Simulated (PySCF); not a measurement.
**Polarisability and C₆ of As (arsenic, neutral)**

[Ar] 3d10 4s2 4p3, high-spin 4S determinant. Computed with PySCF 2.14 in dyall-av3z, with the spin-free X2C one-electron Hamiltonian (Gaussian nucleus). Coupled (time-dependent) response in atomic units; α is the mean over directions.

| method | mean α (bohr³) | C₆ (like pair) | S(−4) |
| --- | --- | --- | --- |
| PBE0 | 31.66 | 267.2 | 317.6 |
| TPSSh | 31.60 | 268.7 | 311.8 |

S(−4) is the Cauchy moment in α(ω) = α(0) + S(−4) ω² + …

Reference α: 30 ± 1 bohr³ (recommended; Schwerdtfeger and Nagle, table of static dipole polarizabilities (2023 update)). Published C₆: 246.0 (Chu and Dalgarno (2004); Tang, Norbeck and Certain (1976)).

α(iu) at TPSSh:

```
u (hartree)  α(iu) (bohr³)
          0          31.60
     0.0500          30.84
      0.100          28.85
      0.200          23.33
      0.300          18.14
      0.500          11.10
      0.750          6.595
       1.00          4.322
       1.50          2.272
       2.00          1.414
       3.00         0.7144
       5.00         0.2969
```
